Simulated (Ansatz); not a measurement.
One change: `C=N[Si](N)(N)F` becomes `C=C[Si](N)(N)F`.

Ansatz, PBE0-D4/def2-TZVP geometries, multiplicity 1. Each molecule was computed in one conformer, which needn't be the lowest.

```json
{"property": "HOMO energy (B3LYP/def2-TZVPP) / eV", "`C=N[Si](N)(N)F`": "-6.75"}
{"property": "HOMO energy (PBE/def2-TZVPP) / eV", "`C=N[Si](N)(N)F`": "-5.50"}
{"property": "HOMO energy (ωB97M-V/def2-TZVPP) / eV", "`C=N[Si](N)(N)F`": "-9.33"}
{"property": "LUMO energy (B3LYP/def2-TZVPP) / eV", "`C=N[Si](N)(N)F`": "-1.04"}
{"property": "LUMO energy (PBE/def2-TZVPP) / eV", "`C=N[Si](N)(N)F`": "-1.88"}
{"property": "LUMO energy (ωB97M-V/def2-TZVPP) / eV", "`C=N[Si](N)(N)F`": "1.46"}
```

(1) What does the change do to each property? (Estimate.)

## Answers

(1) Ansatz gave: 
```
                             property  `C=C[Si](N)(N)F`  shift
  HOMO energy (B3LYP/def2-TZVPP) / eV             -7.15  -0.40
    HOMO energy (PBE/def2-TZVPP) / eV             -5.99  -0.49
HOMO energy (ωB97M-V/def2-TZVPP) / eV             -9.73  -0.40
  LUMO energy (B3LYP/def2-TZVPP) / eV             -0.53   0.51
    LUMO energy (PBE/def2-TZVPP) / eV             -1.31   0.57
LUMO energy (ωB97M-V/def2-TZVPP) / eV              1.78   0.32
```

With PBE0 the HOMO falls by 0.43 eV and the LUMO rises by 0.47 eV, so the gap widens by about 0.90 eV. PBE moves the HOMO by -0.49 eV and ωB97M-V by -0.40 eV.

B3LYP here is the variant with VWN-RPA as its local correlation; programs differ in this.
